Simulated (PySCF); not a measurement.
H$_{2}$ClF$_{2}$GeN (SMILES [NH2][Ge]([F])([F])[Cl]), singlet, at a GFN2-xTB geometry. Base run: PBE/6-31G run with PySCF.

Here is a job for PySCF.
```python
from pyscf import gto, scf, dft, solvent

mol = gto.M(
    atom='''
N     1.852971   -0.318411    0.350673
Ge    0.135313    0.123405    0.100092
F    -0.480638    0.421631    1.682458
F    -0.045248    1.729228   -0.572459
Cl   -1.020582   -1.220202   -0.944882
H     2.365931   -0.691462   -0.434061
H     2.416101    0.357089    0.849412
''',
    basis='6-31g',
    charge=0,
    spin=0,
    verbose=4,
)

mf = dft.RKS(mol)
mf.xc = 'pbe'
mf.kernel()
```

Variants of this job, named by their change:

```
change                                                       ΔE vs base (kJ/mol)  dipole (D)  HOMO-LUMO gap (eV)
-----------------------------------------------------------  -------------------  ----------  ------------------
base                                                                        0.00        3.53                4.70
model = IEF-PCM; solvent = acetonitrile; vdw_scale = 1.0                   -70.3        4.44                4.54
model = C-PCM; solvent = acetonitrile                                      -37.3        4.24                4.49
model = IEF-PCM; solvent = acetonitrile; lebedev_order = 41                -36.9        4.23                4.49
model = IEF-PCM; solvent = toluene                                        -17.70        3.87                4.59
model = ddCOSMO; solvent = acetonitrile                                        ?           ?                4.54
model = IEF-PCM; solvent = acetonitrile; lebedev_order = 11                    ?        4.22                4.49
model = SS(V)PE; solvent = acetonitrile                                    -36.2        4.21                4.50
model = IEF-PCM; solvent = acetonitrile                                    -36.7        4.23                4.49
model = IEF-PCM; solvent = dichloromethane                                     ?           ?                   ?
model = COSMO; solvent = acetonitrile                                      -36.7        4.22                4.50
model = IEF-PCM; solvent = acetonitrile; vdw_scale = 1.1                   -49.8        4.33                4.50
```

**Question.** Fill in the missing entries.

**Answer.** 
- model = ddCOSMO; solvent = acetonitrile, ΔE vs base (kJ/mol): -31.2
- model = ddCOSMO; solvent = acetonitrile, dipole (D): 4.09
- model = IEF-PCM; solvent = acetonitrile; lebedev_order = 11, ΔE vs base (kJ/mol): -36.0
- model = IEF-PCM; solvent = dichloromethane, ΔE vs base (kJ/mol): -31.9
- model = IEF-PCM; solvent = dichloromethane, dipole (D): 4.14
- model = IEF-PCM; solvent = dichloromethane, HOMO-LUMO gap (eV): 4.52

The base is the gas phase, so ΔE is the electrostatic part of solvation at a fixed geometry, without cavity and dispersion terms.
